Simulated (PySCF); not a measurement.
**[Lu(BH4)2]+ relaxed at several levels**

Computed with PySCF 2.14.0, PBE0, def2-SVP on the ligands, density fitting, scalar-relativistic core potentials, no spin-orbit coupling, vacuum. Each row is relaxed at its own level from the same template. Distances are means of the shortest metal–ligand contacts, charges and spins Mulliken's; removal energies are rigid, with the ligand's formal charge and no counterpoise, so too large; for an anion taken off a cation in vacuum most of it is the attraction of opposite charges, and multiply charged cations can part far more cheaply with an electron moved from ligand to metal. lcecp potentials hold a fixed number of 4f electrons in the core, out of states, spins and gaps.

| level | basis on the metal | point group | M–BH4 (Å) | charge on M (e) | HOMO–LUMO gap (eV) | removal of one BH4 (eV) | strongest infrared band, degenerate modes summed (cm⁻¹) | unstable modes (below −25 cm⁻¹) |
| --- | --- | --- | --- | --- | --- | --- | --- | --- |
| PBE0 | def2-SVP with ECP28 | C2 | 2.075 | 0.57 | 6.34 | 14.52 | 2182 | 0 |

What does the calculation give for PBE0, lcecp-1-SVP with ECP60?

point group: C2, M–BH4 (Å): 2.102, charge on M (e): 0.97, removal of one BH4 (eV): 14.30, strongest infrared band, degenerate modes summed (cm⁻¹): 2188, unstable modes (below −25 cm⁻¹): 0.
```xyz
11

Lu    0.0000   -0.0001   -0.2167
B     2.0358   -0.0261    0.8701
H     3.0541   -0.0315    1.4983
H     1.2246   -0.9476    1.2053
H     2.1601   -0.1524   -0.3815
H     1.3524    1.0386    1.0153
B    -2.0358    0.0261    0.8700
H    -3.0539    0.0316    1.4985
H    -1.2245    0.9475    1.2051
H    -2.1604    0.1524   -0.3816
H    -1.3525   -1.0386    1.0152
```

One start shape was tried for each, so a minimum needn't be the lowest isomer.
